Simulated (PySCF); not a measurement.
C2H6OSi, SMILES C[SiH2]C=O.

The structure is a stationary point at B3LYP-D3(BJ)/def2-SVP. One conformer was computed; it need not be the lowest.

Method: PBE/def2-TZVP in PySCF.

The molecule is in vacuum.

Computed frontier levels, gap, dipole moment and polarisability:
```yaml
highest_occupied_level: -5.51 eV
lowest_empty_level: -2.67 eV
orbital_gap: 2.84 eV
dipole_moment: 1.69 D
quadrupole, principal values (traceless, Buckingham form, about the centre of nuclear charge): -6.79, 1.84, 4.95 D·Å
mean_static_polarisability: 56.9 bohr³ (8.43 Å³)
polarisability_principal_values: 45.1, 61.3, 64.2 bohr³
```
